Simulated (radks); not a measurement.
Values are calculated unless marked as measured or tabulated.
Q: Pb+, configuration [Xe] 4f14 5d9.5 6s1.5 6p2 (fractional occupations, a model configuration). Level of theory: Dirac Kohn-Sham, PBE, spin-unpolarised, spherical densities, point nucleus; open shells fill j = l - 1/2 first (a radial shooting solver on a logarithmic mesh with Libxc functionals). Some entries of the table are withheld. Estimate them.

orbital  occ.  eigenvalue (eV)  r(max) (bohr)  <r^2> (bohr^2)
1s1/2       2        -87992.10       0.009835       0.0003571
2s1/2       2        -15732.97        0.05736        0.005362
2p1/2       2        -15106.97        0.04198        0.003775
2p3/2       4        -12917.02        0.04970        0.004957
3s1/2       2        -3784.283         0.1614         0.03475
3p1/2       2        -3502.302         0.1504         0.03158
3p3/2       4        -3013.667         0.1660         0.03792
3d3/2       4        -2551.198         0.1289         0.02892
3d5/2       6        -2447.245         0.1331         0.03064
4s1/2       2        -864.9433         0.3627          0.1666
4p1/2       2        -742.9706         0.3603          0.1691
4p3/2       4        -623.3618         0.3919          0.2003
4d3/2       4        -424.9800         0.3832          0.2083
4d5/2       6        -402.6621         0.3928          0.2190
5s1/2       2        -154.1883         0.7897          0.8160
4f5/2       6        -145.8814            (1)          0.2433
4f7/2       8        -140.8493            (2)          0.2501
5p1/2       2        -112.5492         0.8279          0.9361
5p3/2       4         -90.0950         0.9045           1.132
5d3/2       4         -32.5622          1.050           1.839
5d5/2     5.5         -29.9037          1.082           1.976
6s1/2     1.5         -20.2370          1.925           5.503
6p1/2       2         -11.9650            (3)           8.278
6p3/2       0          -9.9585            (4)           10.43

A: 
(1) 4f5/2 r(max) (bohr): 0.3477
(2) 4f7/2 r(max) (bohr): 0.3521
(3) 6p1/2 r(max) (bohr): 2.270
(4) 6p3/2 r(max) (bohr): 2.548
